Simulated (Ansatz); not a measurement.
Cost and result for the atomization energy of `C[N](C)[Sn]([F])([N](C)C)[N](C)C` (29 atoms, 28 bonds).

Cartesian coordinates in Å:
```
C -0.041 2.652 -0.576
N -0.903 1.807 0.214
C -2.291 2.200 0.182
Sn -0.439 -0.115 0.478
F -1.619 -0.693 1.892
N 1.491 -0.159 0.996
C 1.990 0.721 2.025
C 2.239 -1.385 0.868
N -0.896 -1.405 -0.984
C -0.295 -1.230 -2.282
C -1.214 -2.776 -0.668
H 0.994 2.305 -0.525
H -0.333 2.695 -1.638
H -0.065 3.681 -0.192
H -2.720 2.186 -0.833
H -2.892 1.543 0.815
H -2.401 3.221 0.570
H 1.994 0.254 3.021
H 1.384 1.628 2.083
H 3.022 1.024 1.799
H 1.819 -2.013 0.079
H 3.281 -1.170 0.596
H 2.257 -1.977 1.796
H -0.972 -1.599 -3.065
H 0.661 -1.765 -2.399
H -0.111 -0.172 -2.489
H -0.334 -3.440 -0.684
H -1.675 -2.845 0.319
H -1.932 -3.173 -1.398
```

Total charge 0; spin multiplicity 1. Correlated methods include outer-core shells of Sn, which these sets cover unevenly. Sn takes the def2 core potential. All single points use the PBE0-D4/def2-TZVP geometry. It is one conformer, not always the lowest. Program: Ansatz. All runs use 11 threads of an AMD EPYC 7R13 on a shared host and a whole NVIDIA H100 80 GB. Times are those of one run each, without the atoms' runs, and a repeat can differ threefold. Electronic energies, without spin–orbit coupling; frozen cores. CCSD(T)/CBS adds CCSD(T) − MP2 in def2-TZVPP to the MP2 limit, and its time is that of the two runs behind it. T1 = 0.012. With those shells the extrapolation isn't a true limit.

CCSD(T)/CBS is a level of theory with its own doubt, some kJ/mol a heavy atom from the limit and from the frozen cores, so smaller differences don't rank the functionals.

| level | functions | wall time | atomization (kcal/mol) | difference from CCSD(T)/CBS | per bond |
| --- | --- | --- | --- | --- | --- |
| PBE0-D4/def2-TZVPP | 612 | 2.3 s | 2580.9 | 2.3 | 0.1 |
| BLYP-D4/def2-TZVPP | 612 | 2.6 s | 2576.0 | -2.6 | -0.1 |
| LDA (SPW92)/def2-TZVPP | 612 | 2.7 s | 2953.2 | 374.6 | 13.4 |
| r2SCANh-D4/def2-TZVPP | 612 | 2.7 s | 2552.3 | -26.3 | -0.9 |
| PBE-D4/def2-TZVPP (with forces) | 612 | 2.8 s | 2628.8 | 50.2 | 1.8 |
| CAM-B3LYP-D4/def2-TZVPP | 612 | 2.8 s | 2590.4 | 11.8 | 0.4 |
| r2SCAN-D4/def2-TZVPP (with forces) | 612 | 3.2 s | 2567.5 | -11.1 | -0.4 |
| ωB97X-V/def2-TZVPP | 612 | 3.7 s | 2584.1 | 5.5 | 0.2 |
| PBE-QIDH/def2-TZVPP | 612 | 4 s | 2553.3 | -25.3 | -0.9 |
| CCSD(T)/def2-SVP | 256 | 6.5 s | 2438.2 | -140.4 | -5.0 |
| MP2/def2-QZVPP | 1192 | 6.5 s | 2578.7 | 0.1 | 0.0 |
| CCSD(T)/def2-TZVPP | 612 | 100 s | 2507.9 | -70.7 | -2.5 |
| CCSD(T)/CBS(def2) | – | 110 s | 2578.6 | 0.0 | 0.0 |

From r2SCAN to r2SCAN0 (25 % exact exchange), in def2-TZVPP and without D4, the atomization energy moves by −37.5 kcal/mol: exact exchange takes away binding that semilocal exchange gives to molecules. In def2-TZVPP, CCSD(T) changes the Hartree–Fock value by +681.8 kcal/mol (the triples alone add +39.4 kcal/mol) and MP2 by +710.3 kcal/mol; breaking electron pairs costs correlation energy, which Hartree–Fock lacks. At CCSD(T), def2-SVP lies −140.4 kcal/mol from the extrapolated value and def2-TZVPP −70.7 kcal/mol: correlation converges slowly with the basis, and small sets miss more of it in the bonded molecule than in its fragments.

Spin–orbit coupling would lower the free Sn atoms strongly, and the atomization energy with them, by more than many differences here. For some Ge, Se and Sn compounds the MP2-based and the directly extrapolated limit differ by 10 to 25 kJ/mol.
